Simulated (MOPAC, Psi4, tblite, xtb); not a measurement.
Intermolecular potential of CH2O2 ··· H6Si2 (SMILES O=CO and [SiH3][SiH3]). Monomers: optimised at B3LYP-D3(BJ) (def2-TZVP), held rigid. Orientation: a random orientation, not optimised. Only R, the distance of the centres of mass, is varied, so the lowest point isn't the relaxed dimer.

Geometry at R = 4.79 Å (first 5 atoms: monomer A):
```
13

O      0.7742    -0.5652     0.1739
C     -0.4210     0.0120    -0.0361
O     -0.5940     1.1709    -0.2795
H      1.4543     0.1244     0.0923
H     -1.2135    -0.7422     0.0494
Si     4.2107     1.9019     3.5315
Si     1.9656     1.6280     2.9146
H      5.1036     1.4770     2.4260
H      4.4883     3.3249     3.8447
H      4.5184     1.0841     4.7301
H      1.6579     2.4457     1.7160
H      1.0727     2.0528     4.0202
H      1.6880     0.2050     2.6015
```

GFN2-xTB (tblite); GFN1-xTB (xtb); PM3, restricted, heats of formation (MOPAC); SAPT0/jun-cc-pVDZ, frozen core (Psi4).

Interaction energies in kcal/mol; the last columns give the difference from SAPT0:

```csv
R / Å,GFN2-xTB,GFN1-xTB,PM3,SAPT0/jun-cc-pVDZ,GFN2-xTB − SAPT0/jun-cc-pVDZ,GFN1-xTB − SAPT0/jun-cc-pVDZ,PM3 − SAPT0/jun-cc-pVDZ
4.16,3.30,2.13,6.92,8.13,-4.83,-6.00,-1.21
4.37,0.47,-0.27,3.54,4.12,-3.65,-4.39,-0.58
4.61,-0.89,-1.19,1.31,1.72,-2.60,-2.91,-0.41
4.79,-1.22,-1.28,0.54,0.78,-2.01,-2.06,-0.24
4.96,-1.29,-1.17,0.20,0.29,-1.57,-1.46,-0.09
5.19,-1.19,-0.93,0.01,-0.04,-1.15,-0.89,0.05
5.46,-0.99,-0.66,-0.06,-0.17,-0.82,-0.49,0.11
5.79,-0.74,-0.43,-0.07,-0.19,-0.56,-0.25,0.12
6.25,-0.49,-0.24,-0.06,-0.14,-0.35,-0.11,0.08
7.00,-0.25,-0.10,-0.05,-0.07,-0.18,-0.03,0.02
7.96,-0.11,-0.04,-0.04,-0.03,-0.08,-0.01,-0.01
9.29,-0.05,-0.01,-0.02,-0.01,-0.04,0.00,-0.01
```

GFN2-xTB is furthest from SAPT0/jun-cc-pVDZ at 4.16 (-4.83 kcal/mol, below); its mean absolute difference over the points is 1.49 kcal/mol.

GFN1-xTB is furthest from SAPT0/jun-cc-pVDZ at 4.16 (-6.00 kcal/mol, below); its mean absolute difference over the points is 1.55 kcal/mol.

PM3 is furthest from SAPT0/jun-cc-pVDZ at 4.16 (-1.21 kcal/mol, below); its mean absolute difference over the points is 0.24 kcal/mol.
